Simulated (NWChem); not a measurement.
ammonia borane (BNH6); SMILES [BH3-][NH3+]

```xyz
8

B      0.0000     0.0000    -0.9333
N      0.0000     0.0000     0.7108
H     -1.0597    -0.5367    -1.2586
H      0.9947    -0.6494    -1.2586
H      0.0650     1.1861    -1.2586
H     -0.8011     0.5254     1.0891
H      0.8556     0.4311     1.0891
H     -0.0545    -0.9565     1.0891
```
Atoms are numbered in this order, from 1.

Computed with NWChem. Pople sets run with spherical d functions. Structure relaxed at the PBE-D3(BJ)/def2-SVP level. Level: PBE0/6-31+G*; rows give the wavelength of the field.

```tsv
field	isotropic polarisability (bohr³)	anisotropy (bohr³)
static	28.1	0.2
1065 nm	28.4	0.2
589 nm	[?]	0.2
```

### Question
Complete the blanks.

### Answer

- 589 nm, isotropic polarisability (bohr³): 29.0
